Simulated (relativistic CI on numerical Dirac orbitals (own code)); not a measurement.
B+: calculation against measurement

Calculated at this level of theory: Dirac-Coulomb-Breit CI, KLI orbitals optimised for each configuration, a model potential for QED, valence Slater integrals scaled by 0.85, P86 correlation energy added to each configuration (own radial code, finite nucleus).

CI space (outside the closed core 1s2): 2s2, 2s 2p, 2p2, 2s 3s, 2s 3p, 2s 3d, 2p 3s, 2p 3p, 2s 4s, 2s 4p, 2s 4d, 2s 4f, 2s 5s, 2s 5p, 2s 5d, 2s 5f, 2s 5g, 3s2, 3s 3p, 3p2. Levels of other configurations are missing.

| Configuration | Term (tabulated) | J | Measured (cm⁻¹) | Computed | Error | Purity (%) |
| --- | --- | --- | --- | --- | --- | --- |
| 2s2 | 1S | 0 | 0.0 | 0 | 0 | 93 |
| 2s 2p | 3P° | 0 | 37335.5 | 37401 | 65 | 100 |
| 2s 2p | 3P° | 1 | 37341.7 | 37406 | 64 | 100 |
| 2s 2p | 3P° | 2 | 37357.8 | 37420 | 62 | 100 |
| 2s 2p | 1P° | 1 | 73396.5 | 75748 | 2352 | 99 |
| 2p2 | 3P | 0 | 98911.4 | 99743 | 832 | 100 |
| 2p2 | 3P | 1 | 98919.9 | 99751 | 831 | 100 |
| 2p2 | 3P | 2 | 98933.3 | 99762 | 828 | 100 |
| 2p2 | 1D | 2 | 102362.8 | 106204 | 3841 | 93 |
| 2p2 | 1S | 0 | 127661.2 | 131067 | 3406 | 56 |
| 2s 3s | 3S | 1 | 129773.2 | 129420 | -353 | 98 |
| 2s 3p | 3P° | 0 | 143989.3 | 144051 | 62 | 99 |
| 2s 3p | 3P° | 2 | 143989.9 | 144056 | 66 | 99 |
| 2s 3p | 3P° | 1 | 143993.5 | 144053 | 59 | 99 |
| 2s 3p | 1P° | 1 | 144102.8 | 144787 | 684 | 95 |
| 2s 3d | 3D | 1 | 150649.1 | 150467 | -182 | 99 |
| 2s 3d | 3D | 2 | 150649.1 | 150467 | -182 | 99 |
| 2s 3d | 3D | 3 | 150649.1 | 150467 | -182 | 99 |
| 2s 3d | 1D | 2 | 154686.0 | 155089 | 403 | 93 |

Measured levels from NIST Handbook of Basic Atomic Spectroscopic Data (Sansonetti and Martin, J. Phys. Chem. Ref. Data 34, 1559 (2005)); pairs were made by configuration, J and term (by order where the table uses no LS term), so strongly mixed levels may be paired wrongly.

Mean error by configuration (cm⁻¹): 2s 2p 636; 2p2 1948; 2s 3s -353; 2s 3p 218; 2s 3d -36. Over the excited levels the mean absolute error is 803 cm⁻¹ (18 of the 18 excited levels that our extract of the source holds in range could be paired), and the median relative error of those above 1,000 cm⁻¹ is 0.22 %.

Transition probabilities of persistent lines. The last column rescales the computed rate by the cube of measured over computed energy:

| λ measured (Å) | Lower | Upper | A tabulated (s⁻¹) | A computed | A rescaled |
| --- | --- | --- | --- | --- | --- |
| 1362.46 vacuum | 2s2 1S_0 | 2s 2p 1P°_1 | 1.19e+09 | 1.32e+09 | 1.21e+09 |
| 1842.82 vacuum | 2s 2p 1P°_1 | 2p2 1S_0 | 1.33e+09 | 2.12e+09 | 2.00e+09 |
| 3451.30 air | 2s 2p 1P°_1 | 2p2 1D_2 | 5.40e+07 | 6.88e+07 | 5.92e+07 |
